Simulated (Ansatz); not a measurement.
`CCC(CC(CC(C)OC(C)=O)OC(C)=O)OC(C)=O`. The state is a singlet with charge 0. Geometry PBE-D4/def2-SVP; atoms count from 1.

```xyz
44

C    -4.066    1.035    0.309
C    -2.802    1.766   -0.140
C    -1.598    0.842   -0.306
C    -0.331    1.563   -0.774
C     0.910    0.668   -0.719
C     1.522    0.525    0.688
C     1.258   -0.856    1.307
C     2.169   -1.943    0.764
O     1.477   -0.800    2.747
C     0.478   -0.260    3.485
C     0.795   -0.347    4.960
O    -0.541    0.217    3.014
O     1.906    1.218   -1.625
C     2.345    0.403   -2.622
C     3.319    1.133   -3.515
O     1.980   -0.749   -2.781
O    -1.922   -0.128   -1.348
C    -1.776   -1.453   -1.093
C    -1.962   -2.257   -2.356
O    -1.482   -1.920   -0.008
H    -3.905    0.519    1.278
H    -4.364    0.269   -0.435
H    -4.916    1.736    0.431
H    -2.523    2.539    0.608
H    -2.980    2.301   -1.099
H    -1.418    0.296    0.644
H    -0.172    2.474   -0.160
H    -0.492    1.894   -1.821
H     0.653   -0.331   -1.124
H     2.615    0.704    0.626
H     1.101    1.304    1.353
H     0.198   -1.136    1.146
H     2.070   -2.007   -0.338
H     1.905   -2.929    1.193
H     3.229   -1.725    1.005
H     1.840   -0.040    5.156
H     0.089    0.280    5.530
H     0.697   -1.400    5.294
H     3.956    0.402   -4.043
H     3.931    1.851   -2.940
H     2.748    1.710   -4.272
H    -2.684   -1.778   -3.043
H    -0.981   -2.305   -2.874
H    -2.273   -3.286   -2.101
```

Single mean-field runs in def2-TZVP are fitted with def2-universal-jkfit.

Q: Estimate the Mulliken populations of the heavy atoms from the PBE0/def2-TZVP orbitals of Ansatz.

A: 
```csv
atom,charge (e)
C1,-0.38
C2,-0.18
C3,-0.02
C4,-0.18
C5,0.06
C6,-0.16
C7,0.00
C8,-0.39
O9,-0.24
C10,0.34
C11,-0.38
O12,-0.37
O13,-0.25
C14,0.33
C15,-0.38
O16,-0.37
O17,-0.25
C18,0.35
C19,-0.40
O20,-0.37
```
Mulliken values depend strongly on the basis.

Q: And the Mayer bond orders between heavy atoms (over 0.3)?

A: C1–C2 1.02 (1.53 Å); C2–C3 0.99 (1.53 Å); C3–C4 0.98 (1.53 Å); C3–O17 0.84 (1.46 Å); C4–C5 0.99 (1.53 Å); C5–C6 0.93 (1.54 Å); C5–O13 0.83 (1.45 Å); C6–C7 0.97 (1.54 Å); C7–C8 0.98 (1.52 Å); C7–O9 0.87 (1.46 Å); O9–C10 1.19 (1.35 Å); C10–C11 0.99 (1.51 Å); C10–O12 1.96 (1.22 Å); O13–C14 1.18 (1.36 Å); C14–C15 1.00 (1.51 Å); C14–O16 1.96 (1.22 Å); O17–C18 1.16 (1.36 Å); C18–C19 0.98 (1.51 Å); C18–O20 1.95 (1.22 Å).
